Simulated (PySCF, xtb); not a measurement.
C₂H₇NOSi₂, SMILES N#CO[SiH2][SiH2]C.

xtb with GFN2-xTB at its own geometry gives an orbital gap of 4.32 eV and a dipole moment of 5.27 D.

Geometry: PBE0-D3(BJ)/def2-SVP. The structure was generated by enumeration, and PubChem lists no compound with its InChIKey, so it may never have been made. The values are those of a single conformer.

**Question.** What does r2SCAN/def2-TZVP run with PySCF give? (The exact figures need the calculation; the answer reports its results.)

**Answer.** gap 5.30 eV (levels -7.21 and -1.91 eV), dipole 5.75 D.
